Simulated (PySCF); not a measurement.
# In²⁹⁺: ionisation energy

In²⁹⁺ [Ar] 3d2 (3F) → In³⁰⁺ [Ar] 3d1 (2D), as a difference of total energies. Calculation: PySCF 2.14, in an even-tempered Gaussian basis (18 s from 4.1 bohr⁻², ratio 2.5; 12 p from 5.4 bohr⁻², ratio 2.5; 8 d from 5.4 bohr⁻², ratio 2.5; 4 f from 19 bohr⁻², ratio 2.7; 3 g from 28 bohr⁻², ratio 2.7); the spin-free X2C one-electron Hamiltonian (Gaussian nucleus). Correlated levels: outer shells: [Ne] frozen; virtual orbitals above 40 to 60 times the deepest correlated orbital energy dropped. The calculations carry no spin-orbit coupling.

```json
{"method": "UHF", "ionisation energy (eV)": "1655.3"}
{"method": "LDA", "ionisation energy (eV)": "1654.9"}
{"method": "PBE", "ionisation energy (eV)": "1655.4"}
{"method": "PBE0", "ionisation energy (eV)": "1655.7"}
{"method": "r2SCAN", "ionisation energy (eV)": "1656.8"}
{"method": "r2SCAN0", "ionisation energy (eV)": "1656.8"}
{"method": "B2PLYP", "ionisation energy (eV)": "1655.7"}
{"method": "MP2 (outer shells)", "ionisation energy (eV)": "1655.1"}
{"method": "SCS-MP2 (outer shells)", "ionisation energy (eV)": "1655.0"}
```

A first-order spin-orbit estimate (lowest level to lowest level, LS coupling) adds 1.819 eV.

Breit and QED terms and the two-electron picture change are absent.

For comparison: 1659 ± 4 eV (theoretical estimate listed by NIST; NIST Atomic Spectra Database, ionization energies).
